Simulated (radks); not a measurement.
Results of a calculation; reference values are marked as such.
Valence configurations of Yb3+ (all share [Xe]). Level of theory: scalar-relativistic Kohn-Sham, LDA (Slater exchange, Perdew-Wang correlation), spin-polarised, spherical densities, point nucleus; open shells are filled with parallel spins first (spin-orbit coupling, left out, can overturn this in heavy ions) (a radial shooting solver on a logarithmic mesh with Libxc functionals). Energies are relative to 4f13; eigenvalues in eV for spin up.

| valence | E (eV) | moment (Bohr magnetons) | e(4f) | e(5d) | e(6p) | e(6s) |
|---|---|---|---|---|---|---|
| 4f13 | 0.000 | 1 | -36.740 | - | - | - |
| 4f12.5 6p0.5 | 9.837 | 2 | -42.912 | - | -20.096 | - |
| 4f12 5d1 | 12.886 | 3 | -44.787 | -27.765 | - | - |
| 4f12 6s1 | 15.005 | 3 | -48.035 | - | - | -27.592 |
| 4f12 6p1 | 21.761 | 3 | -49.346 | - | -21.532 | - |
| 4f11 6s2 | 39.103 | 3 | -60.470 | - | - | -29.494 |
| 4f11 5d1 6p1 | 41.200 | 5 | -58.215 | -33.249 | -22.261 | - |
| 4f11 6s1 6p1 | 45.473 | 5 | -61.704 | - | -23.388 | -30.793 |

NIST lists [Xe] 4f13 as the ground configuration; this level of theory agrees among the configurations tried. The energies are those of spherical high-spin densities, not of single terms.
